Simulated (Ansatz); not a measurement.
`[OH][Mo]([OH])([Cl])([Cl])([Cl])[Cl]`, relaxed with RKS PBE0-D4/def2-TZVP in Ansatz from a GFN2-xTB geometry. The force threshold is 0.005 eV/Å; the program also tests the step.

Charge 0, multiplicity 1. Mo takes the def2 core potential.

Start:

```xyz
9

O    -0.802   -1.335    0.077
Mo    0.021    0.191   -0.273
O     0.707    0.300    1.354
Cl   -1.889    1.368    0.480
Cl    1.014    2.098   -0.775
Cl    1.931   -1.010   -0.980
Cl   -0.802    0.123   -2.320
H    -1.286   -2.152    0.216
H     1.104    0.419    2.221
```

```tsv
step	energy (eV)	largest force (eV/Å)	largest move (Å)
1	-56060.2054	1.656	0.000
2	-56060.4476	0.317	0.071
3	-56060.4671	0.338	0.065
4	-56060.5239	0.287	0.077
5	-56060.6037	0.225	0.138
6	-56060.6051	1.821	0.191
7	-56060.6926	0.118	0.057
8	-56060.7020	0.084	0.064
9	-56060.7058	0.173	0.055
10	-56060.7072	0.047	0.026
11	-56060.7108	0.167	0.124
12	-56060.7126	0.057	0.022
13	-56060.7271	0.424	0.200
14 (rejected)	-56060.6993	1.623	0.194
15	-56060.7412	0.342	0.097
16	-56060.7562	0.278	0.100
17	-56060.7693	0.600	0.146
18 (rejected)	-56060.7561	1.090	0.156
19	-56060.7858	0.338	0.078
20	-56060.7947	0.117	0.065
21 (rejected)	-56060.7920	0.277	0.096
22	-56060.7988	0.068	0.047
23	-56060.8009	0.025	0.034
24	-56060.8012	0.110	0.073
25	-56060.8024	0.011	0.015
26	-56060.8025	0.009	0.005
27	-56060.8025	0.005	0.003
28	-56060.8025	0.001	0.001
```

End:

```xyz
9

O    -0.817   -1.578    0.088
Mo    0.103   -0.024   -0.241
O     0.806    0.143    1.454
Cl   -2.008    0.876    0.325
Cl    0.775    2.205   -0.376
Cl    1.963   -1.149   -0.912
Cl   -0.398    0.231   -2.452
H    -1.745   -1.604    0.357
H     1.322    0.900    1.757
```

Hardware: 2 threads of an AMD EPYC 7R13 on a shared host and a share of an NVIDIA H100 80 GB. Wall time 65 s, peak host memory 0.94 GiB.
